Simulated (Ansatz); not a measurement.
## Abstraction of H: InH2(OH) + GeH3(SiH2) → InH(OH) + SiH3(GeH3)

Species: InH2(OH), singlet; GeH3(SiH2), doublet; InH(OH), doublet; SiH3(GeH3), singlet. A radical takes H: the energy is the difference in strength between the In–H bond broken and the Si–H bond made.

Shapes, held fixed at every level: PBE0-D4/def2-TZVP. Flexible molecules stand in one conformer, not always the lowest. Programs: Ansatz 0.2.0. The zero-point and thermal change to 298 K, harmonic and unscaled (PBE0-D4/def2-TZVP), is +4.0 kJ/mol.

| level | kind | ΔH(298 K) (kJ/mol) | less CCSD(T)/def2-TZVPP |
| --- | --- | --- | --- |
| HF/def2-TZVPP | Hartree–Fock | -78.3 | -0.8 |
| SPW92/def2-TZVPP | LDA | -81.2 | -3.7 |
| B3LYP-D4/def2-TZVPP | global hybrid | -88.9 | -11.4 |
| PBE0-D4/def2-TZVPP | global hybrid | -79.1 | -1.6 |
| CCSD/def2-SVP | coupled cluster or CI | -77.5 | 0.0 |
| CCSD/def2-TZVPP | coupled cluster or CI | -77.1 | +0.4 |
| CCSD(T)/def2-TZVPP | coupled cluster or CI | -77.5 | 0.0 |

The highest level, CCSD(T)/def2-TZVPP, gives ΔH(298 K) = -77.5 kJ/mol; the levels span -88.9 to -77.1. The column of differences is taken from that level and isn't an error. No measured value is set beside it here. Open shells run unrestricted. For atoms past krypton def2 sets carry core potentials with scalar relativity. Relativity is left out for Ge. Outer-core shells of Ge, In are correlated in most correlated rows, in sets that cover them unevenly.
